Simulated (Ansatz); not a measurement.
A run for Ansatz (a program for electronic structure): U-MP2/aug-cc-pVDZ on C2HF2O2 (SMILES O=C(O)[C](F)F), 2S+1 = 2, atoms moved off the minimum.

Ansatz 0.2 input:
```yaml
crystal:
  periodic: [false, false, false]
  atoms:
    - {symbol: O, position_ang: [0.96765727, 1.62826439, -0.13166859]}
    - {symbol: C, position_ang: [0.69639831, 0.25242812, -0.05258090]}
    - {symbol: O, position_ang: [1.68437991, -0.78395167, -0.05507352]}
    - {symbol: C, position_ang: [-0.80401303, -0.23392860, -0.04734308]}
    - {symbol: F, position_ang: [-1.59167084, 0.51804697, -0.21555957]}
    - {symbol: F, position_ang: [-0.90017228, -1.35399104, -0.03183543]}
    - {symbol: H, position_ang: [2.59985439, -0.31297500, 0.23928989]}
basis:
  gaussian:
    orbitals: aug-cc-pVDZ
magnetization: {spin_polarized: true, initial_magnetization: 1}
correlation: {method: mp2, electrons: outside_noble_gas}
scf: {omitted_lower_state_checks: [cluster_reference]}
output: {forces: true}
```

It printed:

```
WARN ansatz: RAYON_NUM_THREADS=4 ignored (pool sized by the plan → 4); use --threads N
Functional definition: HF
these checks for a lower state are left out or cut short: cluster_reference
integrals: 0.21 GiB planned
1419 factors; integrals over basis functions are off by at most 7.8e-4 eV
mean field: 0.75 GiB planned
mean field evaluation 1: about -11551.5289 eV, gradient 3.8e1 eV
mean field evaluation 2: about -11551.5320 eV, gradient 3.8e1 eV
mean field evaluation 4: about -11557.5716 eV, gradient 5.0e0 eV
mean field evaluation 8: about -11557.8525 eV, gradient 7.7e-1 eV
mean field evaluation 16: about -11557.9646 eV, gradient 9.4e-2 eV
mean field evaluation 32: about -11557.9557 eV, gradient 6.6e-1 eV
mean field -11557.96488904 eV, -424.7473754022 hartree, gradient 9.7e-6 eV, S^2 0.954270; 3 other end points of the search recorded, 0 dependent functions left out
6 core orbitals not correlated
reference -11557.96488904 eV, -424.7473754022 hartree; 18, 17 occupied and 123, 124 virtual orbitals, 1419 factors
densities: 0.94 GiB planned
second order -27.94403694 eV of doubles, -0.00000000 eV of singles
the calculation of the forces begins
Total energy: -11585.90892598 eV, -425.7742998186 hartree
Atom 0 at     0.967657     1.628264    -0.131669 Å, force    -2.341386   -12.016237     1.178904 eV/Å
Atom 1 at     0.696398     0.252428    -0.052581 Å, force     1.525253     9.653025    -1.471491 eV/Å
Atom 2 at     1.684380    -0.783952    -0.055074 Å, force    -0.797800     3.265212     1.571931 eV/Å
Atom 3 at    -0.804013    -0.233929    -0.047343 Å, force    21.843467     4.788683     1.806466 eV/Å
Atom 4 at    -1.591671     0.518047    -0.215560 Å, force   -13.301558    10.800365    -2.246740 eV/Å
Atom 5 at    -0.900172    -1.353991    -0.031835 Å, force    -3.818940   -15.617533     0.349473 eV/Å
Atom 6 at     2.599854    -0.312975     0.239290 Å, force    -3.109035    -0.873516    -1.188543 eV/Å
Dipole moment:    -0.748334    -1.255041     0.154734 e Å
Checks for a lower state left out: cluster_reference
```

The calculation finished and met its thresholds. Its determinant has ⟨S²⟩ = 0.95, a mixture of spin states.

Cost: around 18 core-seconds (rough).
